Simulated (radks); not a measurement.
The numbers below are computed, except where a source is named.
How relativity changes the ionisation of neutral tungsten ([Xe] 4f14 5d4 6s2) to W+ ([Xe] 4f14 5d4 6s1). Spin-unpolarised spherical Kohn-Sham, PBE, point nucleus unless stated (finite: rms radius 5.3658 fm), a radial shooting solver on a logarithmic mesh with Libxc functionals. A level marked "c x" has the speed of light scaled by that factor and shares open shells by 2j + 1; other Dirac levels either fill j = l - 1/2 first or share by 2j + 1.

level,E(W) (hartree),E(W+) (hartree),IE (eV),HOMO,<r> HOMO (bohr)
non-rel.,-15291.1683,-15290.8869,7.658,6s,3.525
scalar-rel.,-16142.5136,-16142.1872,8.883,5d,2.074
"scalar-rel., finite nucleus",-16139.9877,-16139.6614,8.880,5d,2.074
"Dirac, 2j+1 shares",-16165.8737,-16165.5471,8.889,5d5/2,2.118
"Dirac, low j first",-16165.9372,-16165.6151,8.766,5d3/2,2.042
"Dirac, 2j+1 shares, finite nucleus",-16163.3243,-16162.9977,8.886,5d5/2,2.117
"Dirac, c x 1.5",-15646.4560,-15646.1574,8.125,5d5/2,2.034
"Dirac, c x 5",-15321.3476,-15321.0648,7.696,6s1/2,3.512
"Dirac, c x 100",-15291.2433,-15290.9619,7.658,6s1/2,3.525

NIST Atomic Spectra Database: 7.864 eV (measured). The relativistic part of the total energy of W is -872.2 hartree (Dirac, 2j+1 shares, finite nucleus), 5.7 % of the non-relativistic value. Spin polarisation and multiplet splitting of open shells are left out at every level.

Beside tabulated values, note that relativity, absent from the non-relativistic runs, is large for the heavy elements, and spin-unpolarised runs miss the spin-polarisation part of the exchange energy of open shells.
